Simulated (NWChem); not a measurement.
System: C2H5FSi; SMILES C=C(F)[SiH3]

NWChem input:

```
start job
memory heap 200 mb stack 900 mb global 1100 mb
geometry units angstroms
  C     -1.174669    -1.311694     0.000000
  C     -0.063512    -0.555765     0.000000
  F      1.159322    -1.153508     0.000000
  Si     0.027944     1.337100     0.000000
  H     -2.164309    -0.834480     0.000000
  H     -1.113994    -2.411749     0.000000
  H     -1.371391     1.881949     0.000000
  H      0.768033     1.807455    -1.220211
  H      0.768033     1.807455     1.220211
end
basis spherical
  * library 3-21g
end
dft
  xc hfexch
  iterations 150
end
driver
  maxiter 120
end
task dft optimize
task dft freq
```

Parts of the log:

```
             Northwest Computational Chemistry Package (NWChem) 7.3.0
             --------------------------------------------------------

 CS  symmetry detected

                             Geometry "geometry" -> ""
                             -------------------------

 Output coordinates in angstroms (scale by  1.889725989 to convert to a.u.)

  No.       Tag          Charge          X              Y              Z
 ---- ---------------- ---------- -------------- -------------- --------------
    1 C                    6.0000    -1.19022916    -1.28848629     0.00000000
    2 C                    6.0000    -0.07412442    -0.53988176     0.00000000
    3 F                    9.0000     1.14475175    -1.14565445     0.00000000
    4 Si                  14.0000     0.02977904     1.35234079     0.00000000
    5 H                    1.0000    -2.17670910    -0.80477371     0.00000000
    6 H                    1.0000    -1.13679057    -2.38891656     0.00000000
    7 H                    1.0000    -1.36594221     1.90638148     0.00000000
    8 H                    1.0000     0.77294557     1.81781803    -1.22021100
    9 H                    1.0000     0.77294557     1.81781803     1.22021100

 Effective nuclear repulsion energy (a.u.)     153.5286781680

      Symmetry information
      --------------------

 Group name             Cs
 Group number              2
 Group order               2
 No. of unique centers     8

                                Z-matrix (autoz)
                                --------

 Units are Angstrom for bonds and degrees for angles

      Type          Name      I     J     K     L     M      Value
      ----------- --------  ----- ----- ----- ----- ----- ----------
    1 Stretch                  1     2                       1.34391
    2 Stretch                  1     5                       1.09869
    3 Stretch                  1     6                       1.10173
    4 Stretch                  2     3                       1.36111
    5 Stretch                  2     4                       1.89507
    6 Stretch                  4     7                       1.50167
    7 Stretch                  4     8                       1.50262
    8 Stretch                  4     9                       1.50262
    9 Bend                     1     2     3               119.72203
   10 Bend                     1     2     4               126.99393
   11 Bend                     2     1     5               120.02842
   12 Bend                     2     1     6               121.07074
   13 Bend                     2     4     7               108.50793
   14 Bend                     2     4     8               109.65934
   15 Bend                     2     4     9               109.65934
   16 Bend                     3     2     4               113.28405
   17 Bend                     5     1     6               118.90084
   18 Bend                     7     4     8               110.20583
   19 Bend                     7     4     9               110.20583
   20 Bend                     8     4     9               108.59404
   21 Torsion                  1     2     4     7           0.00000
   22 Torsion                  1     2     4     8        -120.42214
   23 Torsion                  1     2     4     9         120.42214
   24 Torsion                  3     2     1     5         180.00000
   25 Torsion                  3     2     1     6           0.00000
   26 Torsion                  3     2     4     7         180.00000
   27 Torsion                  3     2     4     8          59.57786
   28 Torsion                  3     2     4     9         -59.57786
   29 Torsion                  4     2     1     5           0.00000
   30 Torsion                  4     2     1     6         180.00000

  xc_inp: hfexch multiplicative factor not found.

                           NWChem Geometry Optimization
                           ----------------------------

 maximum gradient threshold         (gmax) =   0.000450
 rms gradient threshold             (grms) =   0.000300
 maximum cartesian step threshold   (xmax) =   0.001800
 rms cartesian step threshold       (xrms) =   0.001200
 fixed trust radius                (trust) =   0.300000
 source of zmatrix                         =   autoz

          -------------------
          Energy Minimization
          -------------------

 Using diagonal initial Hessian
 Scaling for Hessian diagonals: bonds = 1.00  angles = 0.25  torsions = 0.10

          --------
          Step   0

                                 NWChem DFT Module
                                 -----------------

 Summary of "ao basis" -> "ao basis" (spherical)
 ------------------------------------------------------------------------------
       Tag                 Description            Shells   Functions and Types
 ---------------- ------------------------------  ------  ---------------------
 C                           3-21g                   5        9   3s2p
 F                           3-21g                   5        9   3s2p
 Si                          3-21g                   7       13   4s3p
 H                           3-21g                   2        2   2s

      Symmetry analysis of basis
      --------------------------

        a'         39
        a"         11

            General Information
            -------------------
          SCF calculation type: DFT
          Wavefunction type:  closed shell.
          No. of atoms     :     9
          No. of electrons :    40
           Alpha electrons :    20
            Beta electrons :    20
          Charge           :     0
          Spin multiplicity:     1
          Use of symmetry is: on ; symmetry adaption is: on
          Maximum number of iterations: 150
          AO basis - number of functions:    50
                     number of shells:    32
          Convergence on energy requested:  1.00D-06
          Convergence on density requested:  1.00D-05
          Convergence on gradient requested:  5.00D-04

              XC Information
              --------------
                     Hartree-Fock (Exact) Exchange  1.000

      Superposition of Atomic Density Guess
      -------------------------------------

 Sum of atomic energies:        -463.59909289

      Non-variational initial energy
      ------------------------------

 Total energy =    -465.078262
 1-e energy   =    -945.948862
 2-e energy   =     327.341921
 HOMO         =      -0.277087
 LUMO         =       0.044743

      Symmetry analysis of molecular orbitals - initial
      -------------------------------------------------

  Numbering of irreducible representations:

     1 a'          2 a"

  Orbital symmetries:

     1 a'          2 a'          3 a'          4 a'          5 a'
     6 a'          7 a'          8 a"          9 a'         10 a'
    11 a'         12 a'         13 a'         14 a"         15 a'
    16 a'         17 a"         18 a'         19 a'         20 a"
    21 a"         22 a'         23 a'         24 a"         25 a'
    26 a'         27 a'         28 a'         29 a'         30 a'

   convergence    iter        energy       DeltaE   RMS-Dens  Diis-err
 ---------------- ----- ----------------- --------- --------- ---------
 d= 0,ls=0.0,diis     1   -464.4180877184 -6.18D+02  1.11D-02  2.85D-01
 d= 0,ls=0.0,diis     2   -464.4587878523 -4.07D-02  3.50D-03  7.82D-02
 d= 0,ls=0.0,diis     3   -464.4665732696 -7.79D-03  1.76D-03  3.36D-03
 d= 0,ls=0.0,diis     4   -464.4673788811 -8.06D-04  3.21D-04  1.09D-04
 d= 0,ls=0.0,diis     5   -464.4674113014 -3.24D-05  1.07D-04  1.20D-05
  Resetting Diis
 d= 0,ls=0.0,diis     6   -464.4674151745 -3.87D-06  4.92D-05  2.61D-06
 d= 0,ls=0.0,diis     7   -464.4674158081 -6.34D-07  1.11D-05  1.58D-07
 d= 0,ls=0.0,diis     8   -464.4674158601 -5.20D-08  6.08D-06  5.94D-08

[...]

      ----------------------
      Optimization converged
      ----------------------

  Step       Energy      Delta E   Gmax     Grms     Xrms     Xmax
  ---- ---------------- -------- -------- -------- -------- --------
@    6    -464.47086720 -9.2D-08  0.00002  0.00001  0.00030  0.00087
                                     ok       ok       ok       ok

                                Z-matrix (autoz)
                                --------

 Units are Angstrom for bonds and degrees for angles

      Type          Name      I     J     K     L     M      Value     Gradient
      ----------- --------  ----- ----- ----- ----- ----- ---------- ----------
    1 Stretch                  1     2                       1.30946    0.00002
    2 Stretch                  1     5                       1.06997    0.00000
    3 Stretch                  1     6                       1.07202   -0.00000
    4 Stretch                  2     3                       1.38465    0.00001
    5 Stretch                  2     4                       1.90669    0.00002
    6 Stretch                  4     7                       1.48421    0.00002
    7 Stretch                  4     8                       1.48242   -0.00002
    8 Stretch                  4     9                       1.48242   -0.00002
    9 Bend                     1     2     3               119.04400    0.00001
   10 Bend                     1     2     4               129.45681   -0.00001
   11 Bend                     2     1     5               120.75755   -0.00000
   12 Bend                     2     1     6               121.12621   -0.00000
   13 Bend                     2     4     7               108.27374   -0.00000
   14 Bend                     2     4     8               109.23222   -0.00001
   15 Bend                     2     4     9               109.23222   -0.00001
   16 Bend                     3     2     4               111.49920    0.00001
   17 Bend                     5     1     6               118.11624    0.00001
   18 Bend                     7     4     8               110.34006    0.00000
   19 Bend                     7     4     9               110.34006    0.00000
   20 Bend                     8     4     9               109.39523    0.00002
   21 Torsion                  1     2     4     7           0.00000   -0.00000
   22 Torsion                  1     2     4     8        -120.19122    0.00000
   23 Torsion                  1     2     4     9         120.19122   -0.00000
   24 Torsion                  3     2     1     5         180.00000    0.00000
   25 Torsion                  3     2     1     6           0.00000    0.00000
   26 Torsion                  3     2     4     7         180.00000   -0.00000
   27 Torsion                  3     2     4     8          59.80878    0.00000
   28 Torsion                  3     2     4     9         -59.80878   -0.00000
   29 Torsion                  4     2     1     5           0.00000   -0.00000
   30 Torsion                  4     2     1     6         180.00000   -0.00000

                         Geometry "geometry" -> "geometry"
                         ---------------------------------

 Output coordinates in angstroms (scale by  1.889725989 to convert to a.u.)

  No.       Tag          Charge          X              Y              Z
 ---- ---------------- ---------- -------------- -------------- --------------
    1 C                    6.0000    -1.18713394    -1.28856656     0.00000000
    2 C                    6.0000    -0.11570658    -0.53575420     0.00000000
    3 F                    9.0000     1.13025427    -1.13977010     0.00000000
    4 Si                  14.0000     0.02937665     1.36540923     0.00000000
    5 H                    1.0000    -2.16345902    -0.85082082     0.00000000
    6 H                    1.0000    -1.11297608    -2.35801753     0.00000000
    7 H                    1.0000    -1.34048632     1.93668547     0.00000000
    8 H                    1.0000     0.76837873     1.79874004    -1.20982505
    9 H                    1.0000     0.76837873     1.79874004     1.20982505

 Effective nuclear repulsion energy (a.u.)     153.9424441611

      Symmetry information
      --------------------

 Group name             Cs
 Group number              2
 Group order               2
 No. of unique centers     8

                Final and change from initial internal coordinates
                --------------------------------------------------

                                Z-matrix (autoz)
                                --------

 Units are Angstrom for bonds and degrees for angles

[...]

 Rotational Constants
 --------------------
 A=   0.317400 cm-1  (  0.456658 K)
 B=   0.140858 cm-1  (  0.202658 K)
 C=   0.101011 cm-1  (  0.145329 K)

 Temperature                      =   298.15K
 frequency scaling parameter      =   1.0000

 Zero-Point correction to Energy  =   39.756 kcal/mol  (  0.063355 au)
 Thermal correction to Energy     =   42.997 kcal/mol  (  0.068520 au)
 Thermal correction to Enthalpy   =   43.589 kcal/mol  (  0.069463 au)

 Total Entropy                    =   72.176 cal/mol-K
   - Translational                =   38.883 cal/mol-K (mol. weight =  76.0145)
   - Rotational                   =   25.372 cal/mol-K (symmetry #  =        1)
   - Vibrational                  =    7.921 cal/mol-K

 Cv (constant volume heat capacity) =   17.505 cal/mol-K
   - Translational                  =    2.979 cal/mol-K
   - Rotational                     =    2.979 cal/mol-K
   - Vibrational                    =   11.546 cal/mol-K

[normal modes left out]

 ----------------------------------------------------------------------------
 Normal Eigenvalue ||           Projected Infra Red Intensities
  Mode   [cm**-1]  || [atomic units] [(debye/angs)**2] [(KM/mol)] [arbitrary]
 ------ ---------- || -------------- ----------------- ---------- -----------
    1       -0.000 ||    0.000233           0.005         0.227       0.046
    2       -0.000 ||    0.000488           0.011         0.476       0.097
    3       -0.000 ||    0.001877           0.043         1.830       0.373
    4        0.000 ||    0.000695           0.016         0.678       0.138
    5        0.000 ||    0.000026           0.001         0.025       0.005
    6        0.000 ||    0.000454           0.010         0.443       0.090
    7      148.340 ||    0.000274           0.006         0.267       0.054
    8      237.901 ||    0.002576           0.059         2.512       0.512
    9      398.667 ||    0.001307           0.030         1.274       0.260
   10      407.139 ||    0.014461           0.334        14.098       2.873
   11      671.761 ||    0.022684           0.523        22.113       4.506
   12      709.518 ||    0.048931           1.129        47.700       9.720
   13      745.808 ||    0.081948           1.891        79.887      16.279
   14      847.300 ||    0.013914           0.321        13.564       2.764
   15      991.656 ||    0.379292           8.751       369.753      75.349
   16     1015.404 ||    0.082972           1.914        80.886      16.483
   17     1022.822 ||    0.016356           0.377        15.945       3.249
   18     1035.313 ||    0.120035           2.769       117.016      23.846
   19     1122.730 ||    0.086292           1.991        84.122      17.142
   20     1335.258 ||    0.046809           1.080        45.632       9.299
   21     1579.220 ||    0.003465           0.080         3.378       0.688
   22     1858.206 ||    0.020025           0.462        19.521       3.978
   23     2300.966 ||    0.137504           3.172       134.046      27.316
   24     2304.199 ||    0.166676           3.845       162.484      33.111
   25     2310.441 ||    0.108361           2.500       105.635      21.526
   26     3347.305 ||    0.000065           0.002         0.064       0.013
   27     3433.098 ||    0.001413           0.033         1.378       0.281
 ----------------------------------------------------------------------------
```

Level: Hartree-Fock/3-21G.
